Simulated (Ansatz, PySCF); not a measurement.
Spin states of COOs (SMILES [O+]#[C-]->[Os]), each relaxed with B3LYP-D3(BJ)/def2-TZVP.
State 1 (charge 0, multiplicity 3):
```json
[
 {"atom": "Os", "x (Å)": "-1.0118", "y (Å)": "-0.8084", "z (Å)": "-0.9236"},
 {"atom": "O", "x (Å)": "0.8564", "y (Å)": "0.7302", "z (Å)": "0.7569"},
 {"atom": "C", "x (Å)": "0.1223", "y (Å)": "0.1257", "z (Å)": "0.0965"}
]
```
State 2 (charge 0, multiplicity 5):
```xyz
3

Os    -1.063    -0.889    -0.957
O      0.894     0.698     0.811
C      0.135     0.239     0.076
```

Singlets are restricted, other states unrestricted; no spin–orbit coupling, no relativity up to Kr; see below for the cores. The largest T1 diagnostic is 0.053.

Correlated levels freeze the inner cores; with def2 sets outer-core shells near the valence are correlated too.

Run with Ansatz (a first-principles code) with Gaussian orbitals; PySCF for the dispersion terms.  In def2 rows elements past Kr take small-core potentials, without spin–orbit coupling.

Problem. Give the energy of the multiplicity-5 state less that of the multiplicity-3 state at the level BHLYP-D3(BJ)/def2-TZVPP.

Solution. 112 kJ/mol
